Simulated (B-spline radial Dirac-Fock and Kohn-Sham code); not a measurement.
## Au⁹⁺: scattering cross sections and density moments

System: Au⁹⁺, 1s2 2s2 2p6 3s2 3p6 3d10 4s2 4p6 4d10 4f14 5s2 5p6 5d2.

The run's input, task.json:

```json
{"items": [{
  "Z": 79,
  "q": 9,
  "cfg": [[1, 0, 2], [2, 0, 2], [2, 1, 6], [3, 0, 2], [3, 1, 6], [3, 2, 10], [4, 0, 2], [4, 1, 6], [4, 2, 10], [4, 3, 14], [5, 0, 2], [5, 1, 6], [5, 2, 2]],
  "A": 197,
  "rrms": 5.4371,
  "do": ["scatter"],
  "s": [0.0, 0.05, 0.1, 0.15, 0.2, 0.25, 0.3, 0.35, 0.4, 0.45, 0.5, 0.6, 0.7, 0.8, 0.9, 1.0, 1.1, 1.2, 1.4, 1.6, 1.8, 2.0, 2.5, 3.0, 3.5, 4.0, 5.0, 6.0],
  "pz": [0, 0.1, 0.2, 0.3, 0.4, 0.5, 0.6, 0.8, 1.0, 1.2, 1.4, 1.6, 1.8, 2.0, 2.5, 3.0, 4.0, 5.0, 7.0, 10.0, 15.0, 20.0, 30.0, 40.0, 60.0, 100.0],
  "hv_scatter": [1000, 2000, 5000, 50000, 100000, 200000, 500000, 1000000]
}]}
```

Command: `python xray_run.py task.json out`

The computed values come from a B-spline atomic structure program: relativistic Hartree-Fock (Dirac-Fock) wave functions, averaged over the configuration.

```
Sum of ⟨r⟩                          : 28.81 bohr
Sum of ⟨r²⟩                         : 20.71 bohr²
Sum of ⟨1/r⟩                        : 601.27 per bohr
Langevin diamagnetic susceptibility : -16.4 × 10⁻⁶ cm³/mol
Lamb shielding (α²/3)Σ⟨1/r⟩         : 10670 ppm
```

Coherent scattering is the Thomson cross section weighted by f₀², without anomalous dispersion; incoherent scattering is Klein-Nishina weighted by S. The Lamb formula is the non-relativistic shielding expression. Electron correlation is left out. A dash stands where the photon energy is too low for the impulse approximation behind that column.

| hν (keV) | coherent (b) | incoherent (b) | incoherent per electron (b) |
| --- | --- | --- | --- |
| 1 | 3214 | – | – |
| 2 | 3087 | 1.110 | 0.0159 |
| 5 | 2452 | 4.768 | 0.0681 |
| 50 | 202.2 | 26.80 | 0.383 |
| 100 | 65.72 | 28.65 | 0.409 |
| 200 | 19.27 | 26.16 | 0.374 |
| 500 | 3.505 | 19.70 | 0.281 |
| 1000 | 0.9144 | 14.63 | 0.209 |

Incoherent scattering overtakes coherent scattering between 100 and 200 keV.
